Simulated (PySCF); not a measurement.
**Löwdin shares of the frontier orbitals**

C5H6FO2P.
Numbering: `[CH3:1][O:2][c:3]1[o:4][c:5]([F:6])[c:7]([CH3:8])[p:9]1` (hydrogens: H10, H11, H12 on C1; H13, H14, H15 on C8)

Geometry (GFN2-xTB, Å), atoms numbered from 1 in this order:
```xyz
15
C5H6FO2P angstrom
C     -3.1120    0.2846   -0.2884
O     -2.0260    0.3698   -1.1949
C     -0.8006    0.1869   -0.6945
O     -0.6758   -0.0640    0.6196
C      0.6311   -0.2148    0.9138
F      0.8650   -0.4680    2.2037
C      1.5238   -0.0975   -0.0863
C      3.0022   -0.2340    0.0604
P      0.6510    0.2486   -1.6151
H     -3.1574   -0.7045    0.1748
H     -3.0280    1.0432    0.4942
H     -4.0046    0.4596   -0.8841
H      3.3687   -1.0431   -0.5687
H      3.2616   -0.4428    1.0956
H      3.4966    0.6839   -0.2521
```

The calculation used TDDFT CAM-B3LYP/def2-SVPD, vertical, gas phase, core orbitals frozen in the response (PySCF 2.14.0, density-fitted response routines).

Frontier orbitals with the atoms that hold most of them (Löwdin shares over 4%, at most four atoms; ? is withheld):

```json
{"orbital": "LUMO+2", "ε (eV)": "1.37", "atoms": "C1 18%, P9 13%, C8 12%, O2 9%"}
{"orbital": "LUMO+1", "ε (eV)": "1.00", "atoms": "C5 16%, C1 13%, O4 10%, C3 10%"}
{"orbital": "LUMO", "ε (eV)": "0.52", "atoms": "?"}
{"orbital": "HOMO", "ε (eV)": "-7.20", "atoms": "P9 27%, C3 21%, O2 16%, C5 14%"}
{"orbital": "HOMO-1", "ε (eV)": "-9.04", "atoms": "?"}
{"orbital": "HOMO-2", "ε (eV)": "-9.63", "atoms": "P9 64%, C7 14%, C3 8%, O4 5%"}
{"orbital": "HOMO-3", "ε (eV)": "-11.51", "atoms": "P9 20%, C8 16%, C7 15%, C3 12%"}
```

Problem. Give the leading atoms of the HOMO-1.

Solution. C7 (bonded to 2 C and P) 32%; P9 (bonded to 2 C) 16%; C5 (bonded to C, F and O) 15%; O4 (bonded to 2 C) 14%. By element: carbon 47% or more, phosphorus 16%, oxygen 14% or more.

Problem. Give the leading atoms of the LUMO.

Solution. P9 (bonded to 2 C) 35%; C3 (bonded to 2 O and P) 30%; O4 (bonded to 2 C) 13%; O2 (bonded to 2 C) 10%. By element: phosphorus 35%, carbon 30% or more, oxygen 23%.

Problem. How does S1 compare with the orbital gap of 7.72 eV?

Solution. S1 is at 4.91 eV (f = 0.181), 2.81 eV below the gap, made of HOMO→LUMO (96%). Without the coupling terms of the response equations the lowest excitation would equal the gap.

Problem. One configuration dominates each of S1 and S5. Which, and how do the shares of the two leading atoms of either orbital change from the occupied to the empty one?

Solution. 
- S1 (4.91 eV, f 0.181), HOMO→LUMO (96%): P9 27% → 35%, C3 21% → 30%
- S5 (6.42 eV, f 0.016), HOMO-2→LUMO (90%): P9 64% → 35%, C7 14% → at most 11%, C3 8% → 30%

One conformer stands for the species.
